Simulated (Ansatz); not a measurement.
Total energies of `[H]/C=C/c1ccc(/C=C/c2ccc(/C=C/c3ccc(/C=C/c4ccccc4)cc3)cc2)cc1` from Ansatz at PBE0-D4/def2-TZVP, gas phase (1 Eh = 27.2114 eV = 2625.5 kJ/mol). The reference geometry is relaxed at r2SCAN-D4/def2-SVP.

```tsv
state	geometry	energy (Eh)
charge 0 singlet	reference	-1234.02648
charge 1 doublet	reference	-1233.79271
charge -1 doublet	reference	-1234.08220
free H atom (doublet)	–	-0.50104
free C atom (triplet)	–	-37.80537
```

Single mean-field runs in def2-TZVP are fitted with def2-universal-jkfit.

Problem. Work out the vertical ionisation energy to the doublet.

Solution. E(charge 1 doublet) − E(charge 0 singlet) = -1233.79271 − (-1234.02648) = 0.23377 Eh = 6.36 eV. For comparison, −ε of the highest occupied level is 5.42 eV at this level, 0.94 eV less.

Problem. Work out the vertical electron affinity, to the doublet.

Solution. E(charge 0 singlet) − E(charge -1 doublet) = -1234.02648 − (-1234.08220) = 0.05572 Eh = 1.52 eV. The basis lacks diffuse functions, which makes affinities too small.

Problem. Give the fundamental gap IE − EA, the Mulliken electronegativity (IE + EA)/2 and the hardness (IE − EA)/2.

Solution. From the values in Eh: IE − EA = 0.23377 − 0.05572 = 0.17805 Eh = 4.84 eV; (IE + EA)/2 = 3.94 eV; (IE − EA)/2 = 2.42 eV. The HOMO–LUMO gap of the same run is 3.07 eV, 1.77 eV smaller than the fundamental gap.

Problem. What is the binding energy per atom against free atoms?

Solution. Atoms: 26 × (-0.50104) + 32 × (-37.80537) = -1222.79888 Eh. Binding: -1222.79888 − (-1234.02648) = 11.22760 Eh = 305.52 eV, or 5.27 eV for each of 58 atoms (no zero-point energy, no counterpoise term).
